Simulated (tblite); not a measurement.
Species: C₇H₁₃FO.
Geometry (GFN2-xTB, Å), atoms numbered from 1 in this order:
```
atom  x, y, z in Å
C1     2.1687    0.2714    1.1923
C2     1.4288    0.4885   -0.1251
O3     0.1729    1.1114    0.0759
C4    -0.9019    0.2464   -0.2917
C5    -2.0183    1.1125   -0.8694
C6    -1.4070   -0.5318    0.9281
C7    -0.2914   -0.7021   -1.3391
C8     1.1627   -0.8208   -0.9000
F9     1.3300   -1.9281   -0.0914
H10    3.1439   -0.1689    1.0015
H11    1.6028   -0.3900    1.8421
H12    2.2940    1.2285    1.6901
H13    2.0215    1.1645   -0.7594
H14   -2.4082    1.7693   -0.0974
H15   -2.8223    0.4858   -1.2450
H16   -1.6328    1.7260   -1.6795
H17   -0.6508   -1.2275    1.2805
H18   -1.6411    0.1646    1.7289
H19   -2.3032   -1.0903    0.6711
H20   -0.3399   -0.2534   -2.3309
H21   -0.7804   -1.6735   -1.3555
H22    1.8616   -0.9631   -1.7297
```

Computed values, GFN2-xTB/tblite, gas phase, harmonic and unscaled. The method is semi-empirical: single wavenumbers can be off by several per cent or more. One conformer, not necessarily the lowest.

Harmonic wavenumbers (cm⁻¹): 59.7, 108.7, 177.2, 188.8, 215.7, 244.6, 266.6, 328.8, 351.5, 390.8, 415.9, 453.3, 494.1, 614.2, 735.6, 798.9, 854.1, 882.1, 912.1, 951.0, 965.9, 969.5, 998.0, 1015.2, 1054.8, 1065.9, 1109.5, 1125.5, 1162.8, 1173.6, 1218.3, 1227.8, 1247.8, 1288.2, 1297.6, 1312.7, 1324.1, 1391.2, 1396.2, 1406.4, 1450.3, 1471.5, 1474.4, 1485.3, 1489.5, 1491.6, 1500.7, 2866.4, 2947.5, 3002.8, 3031.1, 3039.5, 3042.5, 3043.3, 3046.4, 3048.6, 3054.4, 3055.1, 3057.0, 3058.3.

A = 2459, B = 1376, C = 1210 MHz; mass 132.095 u (most abundant isotopes); point group C1, symmetry number 1.

Q: Zero-point energy?

A: Half the sum of the wavenumbers: 41425 cm⁻¹ = 495.56 kJ/mol.

Q: Entropy at 273.15 K, 1 bar (ideal gas, RRHO, classical rotation)?

A: Translation 167.94, rotation 119.21, vibration 98.28: S = 385.4 J/(mol K).

Q: And Cp and H(273.15 K) − H(0)?

A: Cp = 152.16 J/(mol K), of which vibrations give 118.91 (their classical limit is 60 R = 498.9); H(273.15 K) − H(0) = 24.46 kJ/mol without the zero-point energy, 15.37 from vibrations.

Q: How do the functions run with temperature in this model?

A: 
| T (K) | S (J/(mol K)) | Cp (J/(mol K)) | H − H(0) (kJ/mol) | G − H(0) (kJ/mol) | ln q(vib) |
| --- | --- | --- | --- | --- | --- |
| 100 | 278.5 | 73.2 | 4.92 | -22.93 | 1.06 |
| 200 | 343.6 | 118.6 | 14.58 | -54.14 | 3.27 |
| 300 | 400.3 | 165.2 | 28.72 | -91.37 | 5.72 |
| 500 | 507.1 | 257.3 | 71.31 | -182.23 | 10.88 |
| 800 | 649.9 | 349.7 | 163.59 | -356.37 | 18.74 |
| 1000 | 732.5 | 389.8 | 237.75 | -494.77 | 23.78 |

q(vib) and H(0) count from the zero-point level.

Q: What must be added to the electronic energy to get the Gibbs energy at 273.15 K and 1 bar?

A: ZPE + [H(273.15 K) − H(0)] − T·S = 495.56 + 24.46 − 105.28 = 414.74 kJ/mol.

Hindered rotation and anharmonicity are outside this model. Other conformers, if any are populated, would add a mixing term that is left out. The structure is chiral; the term R ln 2 for an equal mix with its mirror image is left out.
